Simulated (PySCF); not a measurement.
## Working with the constants of PbSe

RHF-CCSD(T) constants of PbSe, ¹Σ⁺ (singlet), closed shell (basis Pb def2-TZVPP with ECP60, Se def2-TZVPP; scalar-relativistic core potentials; PySCF 2.14; masses 207.9766 and 79.9165 u):

```
ωe            : 283.7 cm⁻¹
ωexe          : 0.505 cm⁻¹
Be            : 0.04976 cm⁻¹
αe            : 0.000117 cm⁻¹
De to Pb + Se : 4.22 eV
```

Problem. What force constant and bond length do these constants imply?

Solution. Reduced mass μred = 57.732 u; k = 5.8918×10⁻⁷·μred·ωe² (u, cm⁻¹, mdyn/Å) = 2.74 mdyn/Å; Re = √(16.8576/(μred·Be)) (u, cm⁻¹, Å) = 2.422 Å.

Problem. Estimate the centrifugal constant D from the Kratzer relation and find the Dunham coefficient a1.

Solution. D = 4Be³/ωe² = 6.12e-09 cm⁻¹; a1 = −1 − αeωe/(6Be²) = -3.23.

Correlated steps freeze 13 core orbitals. These are scalar-relativistic numbers at best; spin–orbit coupling would shift them, the dissociation energy most. Where the molecule has an RHF reference, its open-shell atoms are computed with UHF. The CCSD T1 diagnostic is raised, a sign that a single reference may not be enough here.
